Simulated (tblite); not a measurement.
C4H5Cl4NSi.
Numbering: `[N:1]#[C:2][CH2:3][Si@H:4]([Cl:5])[CH2:6][C:7]([Cl:8])([Cl:9])[Cl:10]` (hydrogens: H11, H12 on C3; H13 on Si4; H14, H15 on C6)

Computed with GFN2-xTB (tblite), gas phase: L-BFGS steps from a force-field or distance-geometry start until the largest atomic force falls under 0.01 eV/Å.

At the end of the run (lengths in Å): Si4–Cl5 2.012, Si4–C6 1.921, C3–Si4 1.923, C2–C3 1.431, Si4–H13 1.457, C6–C7 1.504, C7–Cl9 1.779, C3–Si4–C6 105.0°, Si4–C6–C7 113.7°, C6–C7–Cl8 111.0°, C2–C3–Si4 111.8°, C2–C3–Si4–Cl5 175°, C3–Si4–C6–C7 -157°, Si4–C6–C7–Cl8 -174°, H13–Si4–C6–C7 -36°, H11–C3–Si4–Cl5 -64°.

**Question.** These geometries were met on the way; a selection of coordinates is given. Order them by energy above the end point, lowest first.
A. Si4–Cl5 2.042, Si4–C6 1.896, C3–Si4 1.904, C2–C3 1.452, Si4–H13 1.462, C6–C7 1.517, C7–Cl9 1.789, C3–Si4–C6 110.8°, Si4–C6–C7 117.7°, C6–C7–Cl8 107.9°, C2–C3–Si4 111.3°, C2–C3–Si4–Cl5 179°, C3–Si4–C6–C7 -155°, Si4–C6–C7–Cl8 180°, H13–Si4–C6–C7 -32°, H11–C3–Si4–Cl5 -59°
B. Si4–Cl5 2.009, Si4–C6 1.917, C3–Si4 1.931, C2–C3 1.430, Si4–H13 1.441, C6–C7 1.510, C7–Cl9 1.784, C3–Si4–C6 108.8°, Si4–C6–C7 117.0°, C6–C7–Cl8 108.5°, C2–C3–Si4 112.3°, C2–C3–Si4–Cl5 179°, C3–Si4–C6–C7 -155°, Si4–C6–C7–Cl8 -179°, H13–Si4–C6–C7 -34°, H11–C3–Si4–Cl5 -60°
C. Si4–Cl5 2.019, Si4–C6 1.927, C3–Si4 1.930, C2–C3 1.431, Si4–H13 1.459, C6–C7 1.506, C7–Cl9 1.777, C3–Si4–C6 107.1°, Si4–C6–C7 115.9°, C6–C7–Cl8 109.8°, C2–C3–Si4 112.2°, C2–C3–Si4–Cl5 178°, C3–Si4–C6–C7 -156°, Si4–C6–C7–Cl8 -179°, H13–Si4–C6–C7 -35°, H11–C3–Si4–Cl5 -63°
D. Si4–Cl5 2.002, Si4–C6 1.915, C3–Si4 1.925, C2–C3 1.437, Si4–H13 1.454, C6–C7 1.510, C7–Cl9 1.778, C3–Si4–C6 107.8°, Si4–C6–C7 117.0°, C6–C7–Cl8 109.8°, C2–C3–Si4 113.3°, C2–C3–Si4–Cl5 178°, C3–Si4–C6–C7 -156°, Si4–C6–C7–Cl8 -179°, H13–Si4–C6–C7 -35°, H11–C3–Si4–Cl5 -61°
E. Si4–Cl5 2.070, Si4–C6 1.865, C3–Si4 1.868, C2–C3 1.473, Si4–H13 1.493, C6–C7 1.529, C7–Cl9 1.792, C3–Si4–C6 113.2°, Si4–C6–C7 119.0°, C6–C7–Cl8 108.0°, C2–C3–Si4 110.5°, C2–C3–Si4–Cl5 180°, C3–Si4–C6–C7 -155°, Si4–C6–C7–Cl8 180°, H13–Si4–C6–C7 -30°, H11–C3–Si4–Cl5 -58°

**Answer.** C (0.014 eV), D (0.026 eV), B (0.055 eV), A (0.111 eV), E (0.231 eV).

| step | E above end (eV) | rms distance from the end, all atoms (Å) | largest force (eV/Å) | rms shift of all bonds from the end (Å) |
| --- | --- | --- | --- | --- |
| 10 | 0.014 | 0.070 | 0.097 | 0.004 |
| 5 | 0.026 | 0.079 | 0.388 | 0.004 |
| 3 | 0.055 | 0.085 | 0.435 | 0.006 |
| 1 | 0.111 | 0.089 | 1.907 | 0.014 |
| 0 | 0.231 | 0.093 | 2.544 | 0.031 |

Rows stand in the order of the answer.
